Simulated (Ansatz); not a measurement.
## Redistribution: C2H2F2 + CHCl2I → C2H2FI + CHCl2F

Species: C2H2F2 (1,2-difluoroethene) `F/C=C/F`, singlet; CHCl2I (dichloroiodomethane) `ClC(Cl)I`, singlet; C2H2FI `F/C=C/I`, singlet; CHCl2F (dichlorofluoromethane) `FC(Cl)Cl`, singlet. The partners trade F for I; both sit on C, so the bond types are kept.

Shapes, held fixed at every level: PBE0-D4/def2-TZVP. Programs: Ansatz 0.2.0. The zero-point and thermal change to 298 K, harmonic and unscaled (PBE0-D4/def2-TZVP), is +0.3 kJ/mol.

```csv
level,kind,ΔH(298 K) (kJ/mol),less CCSD(T)/def2-TZVPP
HF/def2-SVP,Hartree–Fock,-47.6,-5.9
PBE-D4/def2-TZVPP,GGA,-37.5,+4.2
B3LYP-D4/def2-TZVPP,global hybrid,-36.1,+5.6
wB97M-V/def2-TZVPP,range-separated hybrid,-41.2,+0.5
B2PLYP/def2-TZVPP,double hybrid,-40.4,+1.3
MP2/def2-SVP,perturbation theory,-43.1,-1.4
CCSD/def2-TZVPP,coupled cluster or CI,-42.2,-0.5
CCSD(T)/def2-TZVPP,coupled cluster or CI,-41.7,0.0
```

The highest level, CCSD(T)/def2-TZVPP, gives ΔH(298 K) = -41.7 kJ/mol; the levels span -47.6 to -36.1. The column of differences is taken from that level and isn't an error. No measured value is set beside it here. For atoms past krypton def2 sets carry core potentials with scalar relativity. Outer-core shells of I are correlated, in sets that cover them unevenly.
